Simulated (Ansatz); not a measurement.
Input and output for GeH3NS, SMILES `[NH2][Ge][SH]`.

```yaml
crystal:
  periodic: [false, false, false]
  atoms:
    - {symbol: N, position_ang: [-0.871871, 0.220777, -0.866337]}
    - {symbol: Ge, position_ang: [0.221710, -1.062323, -0.187215]}
    - {symbol: S, position_ang: [1.168178, 0.278512, 1.359173]}
    - {symbol: H, position_ang: [-0.938025, 1.179620, -0.562130]}
    - {symbol: H, position_ang: [-1.499411, 0.011984, -1.625684]}
    - {symbol: H, position_ang: [1.961618, -0.692569, 1.836093]}
basis:
  gaussian: {orbitals: aug-pcseg-2}
hamiltonian: {xc: {name: B97}}
output: {forces: true}
```

```sh
$ ansatz run in.yaml --threads 4 --pin off --events-out ev --progress --plain --max-ram 10444MiB
```

It prints (some lines left out):

```
Functional definition: B97
  name "B97"
  cite "Becke, J. Chem. Phys. 107, 8554 (1997) doi:10.1063/1.475007"
  parameter cx = 0.1943
  parameter cx0 = 0.8094
  parameter cx1 = 0.5073
  parameter cx2 = 0.7481
  parameter css0 = 0.1737
  parameter css1 = 2.3487
  parameter css2 = -2.4868
  parameter cos0 = 0.9454
  parameter cos1 = 0.7471
  parameter cos2 = -4.5961
  exchange = spin_sum(e_x_unif_s*poly(b97_u_x, cx0, cx1, cx2)) + cx*exact_x
  correlation = spin_sum(e_c_pw_same_spin*poly(b97_u_same, css0, css1, css2))
      + integral(e_c_pw_opposite_spin*poly(b97_u_opposite, cos0, cos1, cos2))
1163 factors; their error is unknown
mean field evaluation 1: about -68882.1890 eV, gradient 6.8e1 eV
mean field evaluation 2: about -68843.1441 eV, gradient 1.2e2 eV
mean field evaluation 4: about -68891.1293 eV, gradient 8.8e0 eV
mean field evaluation 8: about -68891.3408 eV, gradient 1.2e-1 eV
mean field evaluation 16: about -68891.5780 eV, gradient 4.5e-4 eV
mean field -68891.57803486 eV, -2531.7187963922 hartree, gradient 1.7e-5 eV, S^2 0.000000; 0 other end points of the search recorded, 0 dependent functions left out
the calculation of the forces begins
reference -68891.57807349 eV, -2531.7187978119 hartree; 29, 29 occupied and 195, 195 virtual orbitals, 1163 factors
Total energy: -68891.57807349 eV, -2531.7187978119 hartree
Atom 0 at    -0.871871     0.220777    -0.866337 Å, force    -0.136932     0.137801    -0.093571 eV/Å
Atom 1 at     0.221710    -1.062323    -0.187215 Å, force     0.053232    -0.363652    -0.085131 eV/Å
Atom 2 at     1.168178     0.278512     1.359173 Å, force     0.108836     0.183914     0.189562 eV/Å
Atom 3 at    -0.938025     1.179620    -0.562130 Å, force    -0.023998     0.063394    -0.001496 eV/Å
Atom 4 at    -1.499411     0.011984    -1.625684 Å, force    -0.046340     0.008424    -0.046584 eV/Å
Atom 5 at     1.961618    -0.692569     1.836093 Å, force     0.045202    -0.029881     0.037219 eV/Å
Dipole moment:    -0.198841    -0.052815    -0.235195 e Å
```

Hardware: 4 threads of an Arm Neoverse V2 on a shared host. Wall time 4.9 s, peak host memory 0.63 GiB.
